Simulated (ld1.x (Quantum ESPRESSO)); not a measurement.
What the settings do to the TM potential of carbon

Base potential:

```
Element                 : C
Generator               : ld1.x (Quantum ESPRESSO) 7.5
Type                    : norm-conserving Troullier–Martins (Kleinman–Bylander form)
Functional              : LDA (PZ)
Relativity              : scalar-relativistic
Frozen core             : [He]
Valence charge          : 4
Reference configuration : 2s2 2p2
Partial waves           : 2s (bound): rc 1.10 bohr; 2p (bound): rc 2.10 bohr
Local potential         : all-electron potential smoothed inside 1.65 bohr (lloc = -2)
Core correction         : Bessel-smoothed model core, default radius (core density twice the valence density)
```

All-electron outer shells of the reference configuration (LDA (PZ), scalar-relativistic, ld1.x):

| shell | level (eV) | outermost node (bohr) | outermost maximum (bohr) |
| --- | --- | --- | --- |
| 1s | -270.81 | – | 0.18 |
| 2s | -13.64 | 0.38 | 1.22 |
| 2p | -5.42 | – | 1.19 |

Cutoffs, loose and tight: the cutoffs (Ry, on a coarse ladder) from which the occupation-weighted sum of valence levels, in a spherical-Bessel basis at the reference potential, stays within 10 and 1 mRy of its value at 400 Ry. They do not see the model core or the augmentation charge, which bear on the density cutoff. Test errors are all-electron minus pseudo excitation energies from the reference, over the configurations 2s2 2p1; 2s2 2p0; 2s1 2p0; 2s1 2p2; 2s0 2p4; 2s1 2p3; 2s2 2p2.3 (two spin-polarised tests are not counted in the largest error). A dash means not determined; rows that change the core or the reference have their own tests.

A true bound ghost makes a file unfit for plane-wave use even where its test errors are small: the radial tests pick states by their node count and pass the ghost by.

The default core radius of the base comes out at 0.52 bohr.

| change | outcome | cutoff, loose | cutoff, tight | bound ghosts | largest test error (meV) |
| --- | --- | --- | --- | --- | --- |
| base | generated | 35 Ry | 90 Ry | s | +420 |
| wave 2s (bound): rc 1.10 bohr becomes 2s (bound): rc 1.26 bohr | generated | 35 Ry | 80 Ry | s | +417 |
| local potential all-electron potential smoothed inside 2.05 bohr (lloc = -2) | generated | 35 Ry | 90 Ry | none | +698 |
| core correction Bessel-smoothed model core inside 0.44 bohr | generated | 35 Ry | 90 Ry | s | +419 |
| all radii but the core radius scaled by about 1.29 (s 1.42, p 2.70 bohr); local potential all-electron potential smoothed inside 2.12 bohr (lloc = -2) | generated | 30 Ry | 60 Ry | none | +1527 |
| functional PBE | generated | 35 Ry | 90 Ry | s | +439 |
| local potential all-electron potential smoothed inside 1.95 bohr (lloc = -1) | generated | 35 Ry | 90 Ry | none | +548 |
| local potential all-electron potential smoothed inside 2.00 bohr (lloc = -2) | generated | 35 Ry | 90 Ry | none | +713 |
| wave 2p (bound): rc 2.10 bohr becomes 2p (bound): rc 2.06 bohr | generated | 35 Ry | 90 Ry | s | +420 |

(1) What comes out with this change to the base: wave 2p (bound): rc 2.10 bohr becomes 2p (bound): rc 3.20 bohr?

(2) What comes out with this change to the base: local potential all-electron potential smoothed inside 2.48 bohr (lloc = -2)?

Answers

(1) outcome: generated; cutoff, loose: 35 Ry; cutoff, tight: 90 Ry; bound ghosts: s; largest test error (meV): +2396.

(2) outcome: generated; cutoff, loose: 35 Ry; cutoff, tight: 90 Ry; bound ghosts: none; largest test error (meV): +625.
